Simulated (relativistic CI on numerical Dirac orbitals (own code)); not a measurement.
# Spin-allowed bands of a d2 ion in an octahedral site, by hand

Problem. Take Δ = 12900 cm⁻¹ and B = 560 cm⁻¹ for a d2 ion in an octahedral site. Calculate the three spin-allowed bands.

Working.
1. The terms of highest spin are 3F (energy 0) and 3P (15B = 8400 cm⁻¹). Here the F term splits into A2 at +1.2Δ = 15480, T2 at +0.2Δ = 2580 and T1 at −0.6Δ = -7740 cm⁻¹.
2. The two T1 states mix through the element 0.4Δ: H = [[-7740, 5160], [5160, 8400]], with roots ½(H₁₁ + H₂₂) ∓ ½√[(H₂₂ − H₁₁)² + 4H₁₂²] = ½(660) ∓ ½(19157) = -9249 and 9909 cm⁻¹.
3. The ground term is 3T1 at -9249 cm⁻¹.
4. Bands: 3T2 11829 cm⁻¹ (845 nm), 3T1(P) 19157 cm⁻¹ (522 nm), 3A2 24729 cm⁻¹ (404 nm).

Check. Exact diagonalisation of the whole d2 shell with these parameters gives 3T2 11829, 3T1 19157, 3A2 24729 cm⁻¹. The match is exact, since without spin-orbit coupling no other term has this spin. The ratio of the second band to the first, 1.620, depends on Δ/B = 23.0 alone, which is how a Tanabe-Sugano diagram is read.
